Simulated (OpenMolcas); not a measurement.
## V³⁺: the spin-orbit constant, Racah parameters, worked from levels

```json
{
  "Program": "OpenMolcas",
  "Basis": "ANO-RCC-VTZP [6s5p3d2f1g]",
  "Scalar Hamiltonian": "DKH2, point nucleus",
  "Active space": "2 electrons in 9 orbitals (RAS2 3d 4s; RAS3 4p, at most 2 electrons)",
  "State averaging": "2S+1 = 3 even, 10 roots; 2S+1 = 1 even, 20 roots kept (CI in the orbitals of an earlier block); 2S+1 = 3 odd, 15 roots; 2S+1 = 1 odd, 15 roots kept (CI in the orbitals of an earlier block)",
  "Spin-orbit coupling": "state interaction with AMFI integrals over the reference wave functions, term energies averaged over their components"
}
```

Methods: RASSCF; MS-RASPT2, IPEA 0.25 Eh, imaginary shift 0.1 Eh (closed shells correlated: 3s 3p). Measured levels: Sugar and Corliss, J. Phys. Chem. Ref. Data 7, 1191 (1978).

**The spin-orbit constant.** For the Hund term 3F of d2, E(J) = (A/2) J(J+1) + constant and ζ = 2S·A = 2A. From J = 2 to J = 4 the energy changes by 7 A.

```tsv
Source	E(4) - E(2)	A	ζ
RASSCF	748.0	106.9	214
MS-RASPT2	750.0	107.1	214
measured	734.7	105.0	210
```

All in cm-1. MS-RASPT2 is off by +2.1 % and RASSCF by +1.8 %. Both methods take the spin-orbit matrix elements from the reference wave functions, so the second can move ζ only through the term energies and any multistate remixing. Second-order mixing with other terms is absorbed into this ζ.

**Racah parameters.** Above 3F, d2 has 3P at 15B, 1G at 12B + 2C and 1D at 5B + 2C. The first two fix B and C, and the third tests them; where it misses by thousands of cm-1, two parameters do not describe the configuration (Trees and configuration-interaction terms are left out) and B and C hang on the terms chosen. Term energies are centres of gravity, weighted by 2J + 1.

| Source | 3P | 1G | B | C | C/B | 1D from B, C | 1D found |
| --- | --- | --- | --- | --- | --- | --- | --- |
| RASSCF | 16197 | 21132 | 1080 | 4087 | 3.78 | 13574 | 13360 |
| MS-RASPT2 | 13520 | 18499 | 901 | 3842 | 4.26 | 12189 | 10258 |

Energies in cm-1. From RASSCF to MS-RASPT2, B changes by -16.6 % and C by -6.0 %.

Term energies are means over components that CASPT2 splits; among the terms shown or strongly mixed into the levels shown the widest spread is 1100 cm-1 (3d2 1G, MS-RASPT2). Terms from blocks run as CI alone lack orbitals of their own. Without dynamic correlation excited terms often stand tens of per cent too high (terms of higher spin than the ground term too low), and those without a measured partner can miss by more than the paired ones (holds for RASSCF). Measured partners are found by configuration, term and J. A level has none where our copy of the source lacks it or the pairing is in doubt (some pairs that miss far off the trend of their configuration count as doubtful), and it then counts in no deviation. Only configurations of the active space appear.
